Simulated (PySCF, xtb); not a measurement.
C3H6NO, SMILES [CH2]N(C)C=O, multiplicity 2. The values are those of a single conformer.

Harmonic wavenumbers (cm⁻¹) from GFN2-xTB (xtb) at its own minimum, in rising order: 77, 205, 298, 354, 396, 412, 482, 631, 837, 918, 1020, 1061, 1098, 1292, 1333, 1360, 1410, 1436, 1460, 1482, 1697, 2809, 2978, 2994, 3030, 3160, 3220.

Problem. What does PBE-D3(BJ)/def2-SVP (PySCF 2.14.0) give at its own minimum? (An estimate is asked for; the answer gives what the named calculation found.)

Solution. 145, 237, 307, 314, 387, 410, 478, 639, 888, 912, 1022, 1049, 1095, 1283, 1338, 1355, 1376, 1400, 1424, 1456, 1747, 2876, 2961, 3038, 3080, 3128, 3272. Paired by order, the mean absolute difference is 26 cm⁻¹ and the zero-point energies are 53.5 and 53.8 kcal/mol.
